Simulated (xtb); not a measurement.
CH5Si, charge -1, singlet, from a rough starting geometry; GFN2-xTB run with xtb.

The xtb input:
```
$ xtb mol.xyz --gfn 2 --chrg -1 --opt vtight --json

# file mol.xyz
7

C     -0.02080208    -0.14380973    -1.24276834
Si     0.00223241    -0.18800604     0.68780342
H     -0.92486996     0.34694223    -1.54809903
H      0.86780250     0.35679294    -1.60219975
H      0.02045831     1.21889656     1.17786132
H     -1.18227497    -0.81737519     1.21546458
H      1.17896622    -0.86771852     1.18997698
```

The log (banner, timings and long lists left out):

```
   ID    Z sym.   atoms
    1    6 C      1
    2   14 Si     2
    3    1 H      3-7

           -------------------------------------------------
          |                Calculation Setup                |
           -------------------------------------------------

           -------------------------------------------------
          |                 G F N 2 - x T B                 |
           -------------------------------------------------

          ...................................................
          :                      SETUP                      :
          :.................................................:
          :  # basis functions                  19          :
          :  # atomic orbitals                  18          :
          :  # shells                           10          :
          :  # electrons                        14          :
          :  max. iterations                   250          :
          :  Hamiltonian                  GFN2-xTB          :
          :  restarted?                      false          :
          :  GBSA solvation                  false          :
          :  PC potential                    false          :
          :  electronic temp.          300.0000000     K    :
          :  accuracy                    1.0000000          :
          :  -> integral cutoff          0.2500000E+02      :
          :  -> integral neglect         0.1000000E-07      :
          :  -> SCF convergence          0.1000000E-05 Eh   :
          :  -> wf. convergence          0.1000000E-03 e    :
          :  Broyden damping             0.4000000          :
          :  net charge                         -1          :
          :  unpaired electrons                  0          :
          ...................................................

 iter      E             dE          RMSdq      gap      omega  full diag
   1     -6.4855364 -0.648554E+01  0.610E+00    4.17       0.0  T
   2     -6.5420088 -0.564724E-01  0.828E+00    2.38       1.0  T
   3     -6.5638648 -0.218560E-01  0.698E+00    2.62       1.0  T
   4     -6.5488254  0.150394E-01  0.461E+00    2.57       1.0  T
   5     -6.5817405 -0.329151E-01  0.437E-01    3.27       1.0  T
   6     -6.5817184  0.220753E-04  0.302E-01    3.28       1.0  T
   7     -6.5818639 -0.145480E-03  0.508E-02    3.36       1.0  T
   8     -6.5818700 -0.613620E-05  0.152E-02    3.35       2.5  T
   9     -6.5818700  0.703061E-07  0.622E-03    3.35       6.1  T
  10     -6.5818701 -0.108169E-06  0.114E-03    3.35      33.3  T
  11     -6.5818701 -0.169992E-08  0.438E-04    3.35      86.3  T
  12     -6.5818701 -0.540005E-09  0.107E-04    3.35     354.7  T

   *** convergence criteria satisfied after 12 iterations ***

         :::::::::::::::::::::::::::::::::::::::::::::::::::::
         ::                     SUMMARY                     ::
         :::::::::::::::::::::::::::::::::::::::::::::::::::::
         :: total energy              -6.506273185412 Eh    ::
         :: gradient norm              0.108555041830 Eh/a0 ::
         :: HOMO-LUMO gap              3.348054020032 eV    ::
         ::.................................................::
         :: SCC energy                -6.581869667302 Eh    ::
         :: -> isotropic ES            0.135979480292 Eh    ::
         :: -> anisotropic ES          0.013180969380 Eh    ::
         :: -> anisotropic XC          0.000619315292 Eh    ::
         :: -> dispersion             -0.004796853130 Eh    ::
         :: repulsion energy           0.075596481890 Eh    ::
         :: add. restraining           0.000000000000 Eh    ::
         :: total charge              -1.000000000000 e     ::
         :::::::::::::::::::::::::::::::::::::::::::::::::::::

      -----------------------------------------------------------
     |                   =====================                   |
     |                        A N C O P T                        |
     |                   =====================                   |
     |               Approximate Normal Coordinate               |
     |                Rational Function Optimizer                |
      -----------------------------------------------------------
      -----------------------------------------------------------
     |                   =====================                   |
     |                        A N C O P T                        |
     |                   =====================                   |
     |               Approximate Normal Coordinate               |
     |                Rational Function Optimizer                |
      -----------------------------------------------------------

          ...................................................
          :                      SETUP                      :
          :.................................................:
          :   optimization level         verytight          :
          :   max. optcycles                   200          :
          :   ANC micro-cycles                  20          :
          :   degrees of freedom                15          :
          :.................................................:
          :   RF solver                   davidson          :
          :   write xtbopt.log                true          :
          :   linear?                        false          :
          :   energy convergence         0.1000000E-06 Eh   :
          :   grad. convergence          0.2000000E-03 Eh/α :
          :   maxmium RF displ.          1.0000000          :
          :   Hlow (freq-cutoff)         0.1000000E-01      :
          :   Hmax (freq-cutoff)         5.0000000          :
          :   S6 in model hess.         20.0000000          :
          ...................................................

generating ANC from exact Hessian ...
Using Lindh-Hessian (1995)
 Shifting diagonal of input Hessian by    5.5352837478103278E-003
 Lowest  eigenvalues of input Hessian
[...]
 * total energy  :    -6.5062732 Eh     change       -0.2311040E-10 Eh
 * total energy  :    -6.5215964 Eh     change       -0.1532325E-01 Eh
 * total energy  :    -6.5246491 Eh     change       -0.3052657E-02 Eh
 * total energy  :    -6.5250968 Eh     change       -0.4477340E-03 Eh
 * total energy  :    -6.5252888 Eh     change       -0.1919512E-03 Eh
 * total energy  :    -6.5253761 Eh     change       -0.8734914E-04 Eh
 * total energy  :    -6.5253874 Eh     change       -0.1127527E-04 Eh
 * total energy  :    -6.5253879 Eh     change       -0.5329057E-06 Eh
 * total energy  :    -6.5253882 Eh     change       -0.2157135E-06 Eh
 * total energy  :    -6.5253882 Eh     change        0.1735546E-08 Eh
 * total energy  :    -6.5253882 Eh     change       -0.2679107E-07 Eh
   *** GEOMETRY OPTIMIZATION CONVERGED AFTER 11 ITERATIONS ***
[...]
          :  -> integral neglect         0.1000000E-07      :
          :  -> SCF convergence          0.1000000E-05 Eh   :
          :  -> wf. convergence          0.1000000E-03 e    :
          :  Broyden damping             0.4000000          :
          :  net charge                         -1          :
          :  unpaired electrons                  0          :
          ...................................................

 iter      E             dE          RMSdq      gap      omega  full diag
   1     -6.5974314 -0.659743E+01  0.473E-05    4.33       0.0  T
   2     -6.5974314 -0.313527E-12  0.177E-05    4.33    2138.2  T
   3     -6.5974314 -0.613731E-12  0.287E-05    4.33    1316.3  T

   *** convergence criteria satisfied after 3 iterations ***

         :::::::::::::::::::::::::::::::::::::::::::::::::::::
         ::                     SUMMARY                     ::
         :::::::::::::::::::::::::::::::::::::::::::::::::::::
         :: total energy              -6.525388179011 Eh    ::
         :: gradient norm              0.000015193580 Eh/a0 ::
         :: HOMO-LUMO gap              4.331366164532 eV    ::
         ::.................................................::
         :: SCC energy                -6.597430965758 Eh    ::
         :: -> isotropic ES            0.130244148002 Eh    ::
         :: -> anisotropic ES          0.014620968039 Eh    ::
         :: -> anisotropic XC          0.000190539947 Eh    ::
         :: -> dispersion             -0.005068256121 Eh    ::
         :: repulsion energy           0.072042786747 Eh    ::
         :: add. restraining           0.000000000000 Eh    ::
         :: total charge              -1.000000000000 e     ::
         :::::::::::::::::::::::::::::::::::::::::::::::::::::

           -------------------------------------------------
          |                Property Printout                |
           -------------------------------------------------

    * Orbital Energies and Occupations

         #    Occupation            Energy/Eh            Energy/eV
      -------------------------------------------------------------
         1        2.0000           -0.4396773             -11.9642
         2        2.0000           -0.2906310              -7.9085
         3        2.0000           -0.2151612              -5.8548
         4        2.0000           -0.1988416              -5.4108
         5        2.0000           -0.1937258              -5.2715
         6        2.0000           -0.1612687              -4.3883
         7        2.0000           -0.0762286              -2.0743 (HOMO)
         8                          0.0829462               2.2571 (LUMO)
         9                          0.0887984               2.4163
        10                          0.1162995               3.1647
        11                          0.1954133               5.3175
        12                          0.2009415               5.4679
        13                          0.4078500              11.0982
        14                          0.4666134              12.6972
        15                          0.5840430              15.8926
        16                          0.7355040              20.0141
        17                          0.8656800              23.5564
        18                          0.9653020              26.2672
      -------------------------------------------------------------
                  HL-Gap            0.1591748 Eh            4.3314 eV
             Fermi-level            0.0033588 Eh            0.0914 eV

     #   Z          covCN         q      C6AA      α(0)
     1   6 C        2.730    -0.314    36.787     9.930
     2  14 Si       3.574     0.338   102.652    19.486
     3   1 H        0.923    -0.110     5.920     3.805
     4   1 H        0.923    -0.110     5.920     3.805
     5   1 H        0.883    -0.256    16.239     6.308
     6   1 H        0.903    -0.274    18.601     6.748
     7   1 H        0.903    -0.274    18.602     6.748

 Mol. C6AA /au·bohr⁶  :       1126.681000
 Mol. C8AA /au·bohr⁸  :      31780.808177
 Mol. α(0) /au        :         56.828583

Wiberg/Mayer (AO) data.
largest (>0.10) Wiberg bond orders for each atom

 ---------------------------------------------------------------------------
     #   Z sym  total        # sym  WBO       # sym  WBO       # sym  WBO
 ---------------------------------------------------------------------------
     1   6 C    3.582 --     2 Si   1.551     3 H    0.970     4 H    0.970
     2  14 Si   4.100 --     1 C    1.551     6 H    0.841     7 H    0.841
                             5 H    0.836
     3   1 H    0.988 --     1 C    0.970
     4   1 H    0.988 --     1 C    0.970
     5   1 H    0.934 --     2 Si   0.836
     6   1 H    0.925 --     2 Si   0.841
     7   1 H    0.925 --     2 Si   0.841
 ---------------------------------------------------------------------------

Topologies differ in total number of bonds
Writing topology from bond orders to xtbtopo.mol

molecular dipole:
                 x           y           z       tot (Debye)
 q only:        0.015       0.195      -0.157
   full:        0.022       0.480       0.116       1.257
molecular quadrupole (traceless):
                xx          xy          yy          xz          yz          zz
 q only:        1.941       0.018       3.346      -0.099       0.336      -5.287
  q+dip:        1.820      -0.023       2.035      -0.099      -1.004      -3.855
   full:        3.230      -0.051       2.277      -0.155      -1.911      -5.506

optimized geometry written to: xtbopt.xyz

           -------------------------------------------------
          | TOTAL ENERGY               -6.525388179011 Eh   |
          | GRADIENT NORM               0.000015193580 Eh/α |
          | HOMO-LUMO GAP               4.331366164532 eV   |
           -------------------------------------------------

normal termination of xtb
```
